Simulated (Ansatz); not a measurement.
`C[Se]C(C)=O` and `BBC(C)=O` differ in one atom or group.

Ansatz, PBE0-D4/def2-TZVP geometries, multiplicity 1. Each molecule was computed in one conformer, which needn't be the lowest.

Scalar relativity is left out up to krypton.

```tsv
property	`C[Se]C(C)=O`
HOMO–LUMO gap (ωB97M-V/def2-TZVPP) / eV	10.71
HOMO–LUMO gap (PBE/def2-TZVPP) / eV	4.14
LUMO energy (ωB97M-V/def2-TZVPP) / eV	1.73
HOMO energy (PBE0/def2-TZVPP) / eV	-6.84
size of the dipole moment (ωB97M-V/def2-TZVPP) / D	3.94
size of the dipole moment (B3LYP/def2-TZVPP) / D	3.94
```

Problem. Give the same properties after the change, and the shifts. (An estimate is asked.)

Solution. Ansatz gave: 
| property | `BBC(C)=O` | shift |
| --- | --- | --- |
| HOMO–LUMO gap (ωB97M-V/def2-TZVPP) / eV | 9.47 | -1.24 |
| HOMO–LUMO gap (PBE/def2-TZVPP) / eV | 3.01 | -1.13 |
| LUMO energy (ωB97M-V/def2-TZVPP) / eV | -0.04 | -1.77 |
| HOMO energy (PBE0/def2-TZVPP) / eV | -7.19 | -0.35 |
| size of the dipole moment (ωB97M-V/def2-TZVPP) / D | 2.68 | -1.26 |
| size of the dipole moment (B3LYP/def2-TZVPP) / D | 2.65 | -1.29 |

With PBE0 the HOMO falls by 0.35 eV and the LUMO falls by 1.42 eV, so the gap narrows by about 1.07 eV. PBE moves the HOMO by -0.16 eV and ωB97M-V by -0.52 eV. Dipoles are sizes alone; their direction can turn.

B3LYP here is the variant with VWN-RPA as its local correlation; programs differ in this.

Spin–orbit coupling is left out; it splits and shifts lone-pair levels of the heavy atoms by tenths of an eV.
